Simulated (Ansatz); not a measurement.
(KH)3 ring (K₃H₃), relaxed as a singlet with RKS r2SCAN-D4/def2-TZVP in Ansatz, starting from the GFN2-xTB geometry. Force threshold 0.02 eV/Å.

Start:

```xyz
6

K    -1.6895   -1.1854    0.3198
H     0.1712   -1.7740    0.1752
K     1.8889   -0.8843   -0.1167
H     1.4494    1.0179   -0.2724
K    -0.1994    2.0689   -0.2032
H    -1.6206    0.7568    0.0973
```

Question: Estimate the energy that the relaxation releases and the steps that it takes.

Answer: 65.5 kcal/mol, in 6 steps; 66 s on 4 threads of Intel Xeon on a shared host. No frequencies were taken in this run, so the end may be a saddle point.

Question: Does the start keep its bonding and symmetry?

Answer: By distances, no bond broke or formed. The bond that changes most is K1–H6, from 1.96 to 2.47 Å (atoms count from 1). Point group D3h at the start, D3h at the end, both within 0.05 Å.

Question: Predict the relaxed structure.

Answer: 
```xyz
6

K    -2.027   -1.423    0.382
H     0.232   -2.409    0.237
K     2.266   -1.060   -0.138
H     1.967    1.380   -0.371
K    -0.239    2.482   -0.245
H    -2.199    1.028    0.134
```
Bond lengths (bridged metal pairs left out): 6 × H–K 2.47 Å.
